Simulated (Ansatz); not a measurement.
**Abstraction of Br: GeH2Br2 + AlHBr → GeH2Br + AlHBr2**

Gas-phase species: GeH2Br2 `[Br][GeH2][Br]`, singlet; AlHBr `[AlH][Br]`, doublet; GeH2Br `[GeH2][Br]`, doublet; AlHBr2 `[Br][AlH][Br]`, singlet. A radical takes Br: the energy is the difference in strength between the Ge–Br bond broken and the Al–Br bond made.

Shapes, held fixed at every level: PBE0-D4/def2-TZVP. Programs: Ansatz 0.2.0. The zero-point and thermal change to 298 K, harmonic and unscaled (PBE0-D4/def2-TZVP), is -0.4 kJ/mol.

(1) Estimate ΔH(298 K) of this reaction.

Answers

(1) The highest level, CCSD(T)/def2-TZVPP, gives ΔH(298 K) = -78.2 kJ/mol; the levels span -83.7 to -71.8. The column of differences is taken from that level and isn't an error. No measured value is set beside it here. Open shells run unrestricted. Relativity is left out for Br, Ge. Outer-core shells of Br, Ge are correlated, in sets that cover them unevenly.

```json
{"level": "MP2/def2-SVP", "kind": "perturbation theory", "ΔH(298 K) (kJ/mol)": "-83.7", "less CCSD(T)/def2-TZVPP": "-5.5"}
{"level": "HF/def2-TZVPP", "kind": "Hartree–Fock", "ΔH(298 K) (kJ/mol)": "-80.5", "less CCSD(T)/def2-TZVPP": "-2.3"}
{"level": "PBE-D4/def2-TZVPP", "kind": "GGA", "ΔH(298 K) (kJ/mol)": "-71.8", "less CCSD(T)/def2-TZVPP": "+6.4"}
{"level": "r2SCAN-D4/def2-TZVPP", "kind": "meta-GGA", "ΔH(298 K) (kJ/mol)": "-79.4", "less CCSD(T)/def2-TZVPP": "-1.2"}
{"level": "PBE0-D4/def2-TZVPP", "kind": "global hybrid", "ΔH(298 K) (kJ/mol)": "-73.5", "less CCSD(T)/def2-TZVPP": "+4.7"}
{"level": "B2PLYP/def2-TZVPP", "kind": "double hybrid", "ΔH(298 K) (kJ/mol)": "-80.6", "less CCSD(T)/def2-TZVPP": "-2.4"}
{"level": "CCSD(T)/def2-TZVPP", "kind": "coupled cluster or CI", "ΔH(298 K) (kJ/mol)": "-78.2", "less CCSD(T)/def2-TZVPP": "0.0"}
```
